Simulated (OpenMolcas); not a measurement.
A run on Bi2+.

```
Program             : OpenMolcas 26.06
Method              : XMS-RASPT2, IPEA 0.35 Eh, real shift 0.05 Eh (closed shells correlated: 5d)
Basis               : ANO-RCC-VTZP [8s7p5d3f2g]
Scalar Hamiltonian  : DKH2, point nucleus
Active space        : 3 electrons in 9 orbitals (RAS2 6s 6p; RAS3 6d, at most 2 electrons)
State averaging     : 2S+1 = 4 odd, 1 root (0 in the spin-orbit step); 2S+1 = 2 odd, 3 roots kept (CI in the orbitals of an earlier block); 2S+1 = 4 even, 3 roots; 2S+1 = 2 even, 9 roots kept (CI in the orbitals of an earlier block)
Spin-orbit coupling : state interaction with AMFI integrals over the reference wave functions, term energies averaged over their components
```

First CASPT2 step and the start of its output:

```
&CASPT2
XMultistate=3 1 2 3
Frozen=15 19
IPEA=0.35
Shift=0.05
MaxIter=60
WThr=0.0 0.3 0.05
PrWF=0.5
NoMix
```

```
--- CASPT2 ---
Orbital specifications:
      -----------------------

      Symmetry species                           1   2
                                                ag  au
      Frozen orbitals                           15  19
      Inactive orbitals                          5   0
      Active orbitals                            6   3
      Secondary orbitals                        25  20
      Deleted orbitals                           0   0
      Number of basis functions                 51  42
Type of calculation                        XMS-CASPT2
      Fock operator                              state-average
      IPEA shift                                 0.35
      Real shift                                 0.05
      Imaginary shift                            0.00
      The input orbitals will be transformed to quasi-canonical
      The input states will be rotated to diagonalize the Fock operator
Reference energy:      -21509.0279156916
      E2 (Non-variational):      -0.4132882430
      Shift correction:          -0.0040038647
      E2 (Variational):          -0.4172921077
      Total energy:          -21509.4452077993
      Residual norm:              0.0000003610
      Reference weight:           0.92586
      Contributions to the CASPT2 correlation energy
      Active & Virtual Only:         -0.0164771088
      One Inactive Excited:          -0.1122927322
      Two Inactive Excited:          -0.2845184020
Reference energy:      -21509.0279156906
      E2 (Non-variational):      -0.4134452491
      Shift correction:          -0.0040136943
      E2 (Variational):          -0.4174589434
      Total energy:          -21509.4453746340
      Residual norm:              0.0000003690
      Reference weight:           0.92569
...
```

Over all roots the printed reference weights run from 0.05 to 0.94, and roots that are degenerate in the reference spread by up to 170 cm-1.

Q: Did the run give usable levels, and if not, why?

A: No. The equations converged, but the reference weight falls to 0.05 for at least one root against 0.94 for the best. A drop of that size marks an intruder state, so the energies of such roots and the levels built on them can't be trusted.
